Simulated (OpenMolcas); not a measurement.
**Cl3+: CASPT2 settings compared**

```
Program             : OpenMolcas
Basis               : ANO-R2 [5s4p3d1f]
Scalar Hamiltonian  : X2C, finite nucleus
Active space        : 2 electrons in 3 orbitals (3p)
State averaging     : 2S+1 = 3 even, 3 roots; 2S+1 = 1 even, 6 roots kept (CI in the orbitals of an earlier block)
Spin-orbit coupling : RASSI with atomic mean-field integrals over the reference wave functions, term energies averaged over their components
```

Methods on the same reference wave functions:
A. CASSCF
B. SS-CASPT2, IPEA 0.6 Eh, imaginary shift 0.3 Eh (closed shells correlated: 3s)
C. SS-CASPT2, IPEA 0.5 Eh, sigma1 regulariser 0.4 Eh (closed shells correlated: 2s 2p 3s)
D. SS-CASPT2, IPEA 0.75 Eh, imaginary shift 0.4 Eh (closed shells correlated: 3s)

Energies in cm⁻¹ above 3s² 3p² ³P₀, the measured ground level; measured values from Moore, Atomic Energy Levels, vol. I, NSRDS-NBS 35 (1971 reprint of NBS Circular 467, 1949).

```json
{"Level": "3s² 3p² ³P₀", "A": "0.0", "B": "0.0", "C": "0.0", "D": "0.0", "Measured": "0.0"}
{"Level": "3s² 3p² ³P₁", "A": "446", "B": "454", "C": "454", "D": "454", "Measured": "491"}
{"Level": "3s² 3p² ³P₂", "A": "1249", "B": "1251", "C": "1251", "D": "1251", "Measured": "1341"}
{"Level": "3s² 3p² ¹D₂", "A": "16877", "B": "13620", "C": "13590", "D": "13570", "Measured": "13766"}
{"Level": "3s² 3p² ¹S₀", "A": "40883", "B": "33210", "C": "33050", "D": "33210", "Measured": "32550"}
```

Deviations, from unrounded energies. A percentage is the sum of absolute deviations over the sum of measured energies, with the sign that they share, or ± where signs differ.

```tsv
Against measurement	Levels	A	B	C	D
mean absolute deviation (cm-1)	4	2900	230	200	250
fine structure of the ground term (%)	2	-7.5	-7.0	-6.9	-7.0
other terms of the ground configuration (%)	2	+24.7	±1.8	±1.5	±1.9
```

C lies closest to measurement on these levels and A furthest from it. The largest miss of C in the table is 3s² 3p² ¹S₀, by +500 cm-1. The ranking rests on the paired levels alone, and a cruder setting can come out closer through cancelling errors.

Among B to D the level of the table that moves most is 3s² 3p² ¹S₀, by 160 cm-1 (lowest in C, highest in B). Moves below CASPT2's spread within the term are not significant.

The mean deviations of B to D differ by less than CASPT2's widest spread within a term (250 cm-1), so their order carries little weight.

From A to B the spin-free energies of the other terms of 3s² 3p² shown, above ³P, scale by factors of 0.80 to 0.81.

The lowest spin-free term lies below A's lowest term by 0.070 hartree in B, 0.266 hartree in C, 0.068 hartree in D.

CASPT2 does not keep the components of a term degenerate, so their means are used; among the terms shown or strongly mixed into the levels shown the widest spread is 250 cm-1 (3s² 3p² ¹D, D). Terms from blocks run as CI alone lack orbitals of their own. With the s shell closed, the reference lacks s² → p² mixing. Measured partners are found by configuration, term and J. A level has none where our copy of the source lacks it or the pairing is in doubt (some pairs that miss far off the trend of their configuration count as doubtful), and it then counts in no deviation. Levels of configurations outside the active space are missing.
